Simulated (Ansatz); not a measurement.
Computed with Ansatz on PBE0-D4/def2-TZVP structures; ΔE is electronic, products minus reactants. CBS: MP2 limit from def2 TZ/QZ plus the TZ coupled-cluster correction, frozen cores. Functionals use def2-TZVPP. B3LYP here is the variant with VWN-RPA as its local correlation; programs differ in this. One conformer a species, not always the lowest.

Reaction (substitution at a C–C bond): `C=C(C)C(=C)Cl` + `[NH2][Al]([OH])[SH]` → `C[NH][Al]([OH])[SH]` + `C=CC(=C)Cl`

Is it downhill or uphill in electronic energy at CCSD(T)/CBS, and by how much? (Estimate.)

Computed: Uphill: ΔE = +54.4 kJ/mol.

What do these levels give: PBE-D4, PBE0-D4, B3LYP-D4, ωB97M-V, r2SCAN, PBE0, B3LYP, MP2/def2-TZVPP, CCSD/def2-TZVPP, CCSD(T)/def2-TZVPP, HF/CBS(def2), CCSD/CBS(def2)? (Best estimate.)

Computed: PBE-D4 48.5, PBE0-D4 50.8, B3LYP-D4 46.9, ωB97M-V 52.4, r2SCAN 51.5, PBE0 49.0, B3LYP 43.6, MP2/def2-TZVPP 58.2, CCSD/def2-TZVPP 51.2, CCSD(T)/def2-TZVPP 52.6, HF/CBS(def2) 41.9, CCSD/CBS(def2) 52.9 kJ/mol.

Largest T1 diagnostic among the species: 0.011.

The D4 term adds +3.3 kJ/mol with B3LYP and +1.8 kJ/mol with PBE0; it sums over pairs of atoms, weighted by their polarisabilities, and B3LYP, whose exchange is more repulsive, gets the larger term. In def2-TZVPP, CCSD(T) changes the Hartree–Fock value by +10.7 kJ/mol (the triples alone add +1.5 kJ/mol) and MP2 by +16.2 kJ/mol.
